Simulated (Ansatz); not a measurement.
Ansatz (an electronic-structure program) input (wB97M-V/def2-TZVPD):

Ansatz 0.2 input:
```yaml
crystal:
  periodic: [false, false, false]
  atoms:
    - {symbol: C, position_ang: [1.96845865, -0.10294907, 0.01151639]}
    - {symbol: C, position_ang: [0.54514900, -0.46544654, -0.29445849]}
    - {symbol: O, position_ang: [0.21370753, -1.41894321, -0.95774381]}
    - {symbol: C, position_ang: [-0.54514900, 0.46544654, 0.29445849]}
    - {symbol: O, position_ang: [-0.21370753, 1.41894321, 0.95774381]}
    - {symbol: C, position_ang: [-1.96845865, 0.10294907, -0.01151639]}
    - {symbol: H, position_ang: [2.18186872, 0.90524642, -0.34909671]}
    - {symbol: H, position_ang: [2.63766789, -0.82349551, -0.45157470]}
    - {symbol: H, position_ang: [2.12208968, -0.07654720, 1.09213855]}
    - {symbol: H, position_ang: [-2.12208968, 0.07654720, -1.09213855]}
    - {symbol: H, position_ang: [-2.18186872, -0.90524642, 0.34909671]}
    - {symbol: H, position_ang: [-2.63766789, 0.82349551, 0.45157470]}
basis:
  gaussian:
    orbitals: def2-TZVPD
hamiltonian:
  xc: {name: wB97M-V}
magnetization: {spin_polarized: true, initial_magnetization: 2}
```

Output:

```
Functional definition: wB97M-V
integrals: 0.30 GiB planned
1370 factors; their error is unknown
integrals: 0.33 GiB planned
504 factors; integrals over basis functions are off by at most 1.6e-5 eV
mean field: 3.59 GiB planned
mean field evaluation 1: about -8331.7792 eV, gradient 3.8e1 eV
mean field evaluation 2: about -8332.6600 eV, gradient 3.9e1 eV
mean field evaluation 4: about -8337.2434 eV, gradient 1.9e0 eV
mean field evaluation 8: about -8337.2777 eV, gradient 8.6e-2 eV
mean field evaluation 16: about -8337.2625 eV, gradient 1.9e-4 eV
mean field -8337.26249972 eV, -306.3887456651 hartree, gradient 9.3e-6 eV, S^2 2.014703; 1 other end points of the search recorded, 0 dependent functions left out
reference -8337.26256967 eV, -306.3887482358 hartree; 24, 22 occupied and 258, 260 virtual orbitals, 1370 factors
Total energy: -8337.26256967 eV, -306.3887482358 hartree
```

This state (charge 0, triplet) is run at the relaxed geometry of the species with charge 0 and multiplicity 1, and is a spin state other than that species' own.
